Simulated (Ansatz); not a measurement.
CHO, doublet, at a GFN2-xTB geometry. Base run: CCSD/6-311G** run with Ansatz (a program for electronic structure).

Here is a job for Ansatz.
Ansatz 0.2 input:
```yaml
crystal:
  periodic: [false, false, false]
  atoms:
    - {symbol: C, position_ang: [0.05077793, 0.58558918, 0.01134278]}
    - {symbol: O, position_ang: [0.06582174, -0.59411259, -0.01340927]}
    - {symbol: H, position_ang: [-0.83124157, 1.23936563, 0.03921745]}
basis:
  gaussian:
    orbitals: 6-311G__.json
magnetization: {spin_polarized: true, initial_magnetization: 1}
correlation: {method: ccsd}
```
The basis file holds 6-311G** in the JSON format of the Basis Set Exchange.

Variants of this job, named by their change:

```tsv
change	ΔE vs base (kcal/mol)	MP2 correlation (Eh)	CC correlation without the perturbative part (Eh)	basis functions
base	0.000	-0.31455	-0.32347	42
method = rpa	(withheld)	-	-	42
electrons = all	(withheld)	(withheld)	(withheld)	42
method = bccd	0.97	-0.31455	-0.32193	42
fitting = cc-pVTZ-JKFIT (mean field), cc-pVTZ-RIFIT (correlation)	0.046	-0.31452	-0.32345	42
reference functional = pbe0	1.57	-	-0.33251	42
method = ccsd_t	-8.14	-0.31455	-0.32347	42
method = bccd_t	-8.14	-0.31455	-0.32193	42
electrons = outside_noble_gas	0.000	-0.31455	-0.32347	42
diis_vectors = 2	0.000	-0.31455	-0.32347	42
```

Question: Fill in the missing entries.

Answer: 
- method = rpa, ΔE vs base (kcal/mol): -14.19
- electrons = all, ΔE vs base (kcal/mol): -23.75
- electrons = all, MP2 correlation (Eh): -0.35148
- electrons = all, CC correlation without the perturbative part (Eh): -0.36132
